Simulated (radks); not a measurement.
The numbers below are computed, except where a source is named.
The cerium ion Ce55+, configuration [He] 2s1.

Code: a radial shooting solver on a logarithmic mesh with Libxc functionals. Model: scalar-relativistic Kohn-Sham, BLYP, spin-unpolarised, spherical densities, point nucleus; without spin polarisation the odd electron is poorly described.

Energy parts (Ry):
part                       energy
total                  -7824.7542
kinetic                 8606.8111
electron-nucleus      -16558.1684
Hartree                  214.9205
exchange-correlation     -88.3174

Orbitals (lengths in bohr, moments of r in powers of bohr):
| orbital | occ. | eigenvalue (Ry) | <r> |
|---|---|---|---|
| 1s | 2 | -3399.178 | 0.02445 |
| 2s | 1 | -835.0915 | 0.09931 |
| 2p | 0 | -798.5728 | 0.08584 |
| 3s | 0 | -364.9304 | 0.2318 |

The highest occupied level is 2s at -11362.0 eV. The density falls to 0.001 e/bohr^3 at r = 0.35 bohr.
